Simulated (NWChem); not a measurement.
# C3H3NS2; SMILES n1csc(S)c1

```xyz
9

S      0.1376     2.0967     0.4060
C     -0.0669     0.3732     0.1540
C     -1.2445    -0.3020    -0.0634
N     -1.1537    -1.6565    -0.1383
C      0.0758    -2.0441     0.0192
S      1.2203    -0.7811     0.2901
H      0.7245     2.3800    -0.7807
H     -2.2105     0.1946    -0.1742
H      0.3965    -3.0887    -0.0184
```
Atoms are numbered in this order, from 1.

Structure relaxed at the PBE0/def2-SVP level.

### Question
Give the principal values of the shielding tensors (ppm) of S1, C2, C3, N4, C5 from B3LYP/6-31G* (spherical d), GIAO (NWChem), with their diamagnetic and paramagnetic parts as GIAO splits them.

### Answer
| atom | σ11 | σ22 | σ33 | isotropic | diamagnetic | paramagnetic |
|---|---|---|---|---|---|---|
| S1 | 470.9 | 549.7 | 820.0 | 613.5 | 1056.2 | -442.7 |
| C2 | -1.2 | 79.3 | 118.4 | 65.5 | 261.2 | -195.7 |
| C3 | -23.0 | 56.2 | 111.5 | 48.2 | 254.7 | -206.5 |
| N4 | -338.9 | -77.6 | 224.6 | -64.0 | 324.6 | -388.5 |
| C5 | -36.7 | 43.2 | 114.0 | 40.1 | 259.2 | -219.0 |
